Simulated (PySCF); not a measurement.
Molecule: 4-Chloropyridine, C5H4ClN.

Geometry:
```json
{"atom": "Cl1", "x (Å)": "-0.439", "y (Å)": "2.781", "z (Å)": "0.143"}
{"atom": "C2", "x (Å)": "-0.167", "y (Å)": "1.080", "z (Å)": "0.044"}
{"atom": "C3", "x (Å)": "-1.243", "y (Å)": "0.199", "z (Å)": "-0.019"}
{"atom": "C4", "x (Å)": "-0.959", "y (Å)": "-1.164", "z (Å)": "-0.097"}
{"atom": "N5", "x (Å)": "0.272", "y (Å)": "-1.666", "z (Å)": "-0.114"}
{"atom": "C6", "x (Å)": "1.286", "y (Å)": "-0.808", "z (Å)": "-0.053"}
{"atom": "C7", "x (Å)": "1.132", "y (Å)": "0.576", "z (Å)": "0.027"}
{"atom": "H8", "x (Å)": "-2.270", "y (Å)": "0.567", "z (Å)": "-0.008"}
{"atom": "H9", "x (Å)": "-1.784", "y (Å)": "-1.884", "z (Å)": "-0.147"}
{"atom": "H10", "x (Å)": "2.295", "y (Å)": "-1.237", "z (Å)": "-0.069"}
{"atom": "H11", "x (Å)": "1.993", "y (Å)": "1.243", "z (Å)": "0.074"}
```

Geometry PBE0-D3(BJ)/def2-SVP throughout; GIAO in PySCF 2.14.0 with density-fitted response routines, gas phase, one conformer, non-relativistic; equivalent atoms averaged; functional PBE0.

For orientation, IGLO-III gives these shifts δ (against HCl, TMS, NH3 at the same level): Cl1 257.3, C2 159.5, C4/C6 159.8, C3/C7 132.2, N5 351.5, H9/H10 8.74, H8/H11 7.38 ppm.

A run gave: Cl1 220.4, C2 149.3, C4/C6 148.4, C3/C7 122.1, N5 331.8, H9/H10 8.36, H8/H11 6.97 ppm (shifts δ (against HCl, TMS, NH3 at the same level)).

Q: Which basis set was used in that run?
A. pcSseg-2
B. def2-SVP
C. STO-3G
D. aug-cc-pVDZ
E. 6-31G*

A: B. Cl1 tells them apart best: def2-SVP gives 220.4, pcSseg-2 gives 253.7, 6-31G* gives 189.7, STO-3G gives 102.8, aug-cc-pVDZ gives 230.2 ppm.
